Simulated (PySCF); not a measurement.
A run for PySCF: R-B3LYP/LANL2DZ on I2, a point of a bond scan (R = 3.234 Å).

```python
from pyscf import gto, scf, dft, mp
from pyscf.data.elements import chemcore

mol = gto.M(
    atom='''
    I    -0.00000000   -0.00000000   -1.34740410
    I     0.00000000    0.00000000    1.88636574
    ''',
    basis='lanl2dz',
    ecp={'I': 'lanl2dz'},
    charge=0, spin=0, verbose=3, max_memory=1800)
mf = dft.RKS(mol, xc='b3lyp')
mf.conv_tol = 1e-8
mf.max_cycle = 100
mf.kernel()
if not mf.converged:
    mf = mf.newton().run(mf.mo_coeff, mf.mo_occ)
```

It printed:

```
converged SCF energy = -22.7566518332051
```

The run converged.

Cost: roughly 0.5 core-seconds.
